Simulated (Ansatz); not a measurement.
C4H7Br (`C=C(Br)CC`), relaxed with RKS PBE0-D4/def2-TZVP in the Gaussian-basis code of Ansatz from a PBE-D4/def2-SVP geometry. The force threshold is 0.005 eV/Å; the program also tests the step.

Total charge 0; spin multiplicity 1.

Start:

```xyz
12

C     0.589   -1.815   -0.677
C     0.656   -0.483   -0.514
Br    2.381    0.369   -0.477
C    -0.504    0.458   -0.343
C    -0.567    1.145    1.027
H    -0.399   -2.303   -0.699
H     1.484   -2.441   -0.792
H    -0.457    1.228   -1.144
H    -1.432   -0.128   -0.521
H     0.348    1.741    1.215
H    -1.438    1.828    1.081
H    -0.660    0.400    1.843
```

```csv
step,energy (eV),largest force (eV/Å),largest move (Å)
1,-74296.4891,0.756,0.000
2,-74296.5421,0.149,0.033
3,-74296.5456,0.050,0.015
4 (rejected),-74296.5455,0.083,0.011
5,-74296.5459,0.012,0.005
6,-74296.5460,0.005,0.002
```

End:

```xyz
12

C     0.580   -1.789   -0.664
C     0.651   -0.478   -0.509
Br    2.361    0.361   -0.477
C    -0.501    0.455   -0.347
C    -0.560    1.130    1.017
H    -0.393   -2.269   -0.687
H     1.457   -2.412   -0.772
H    -0.452    1.217   -1.132
H    -1.414   -0.123   -0.519
H     0.337    1.725    1.200
H    -1.425    1.794    1.076
H    -0.643    0.389    1.815
```

Run time 31 s (4 threads of an Intel Xeon Platinum 8259CL on a shared host); peak host memory 0.67 GiB.
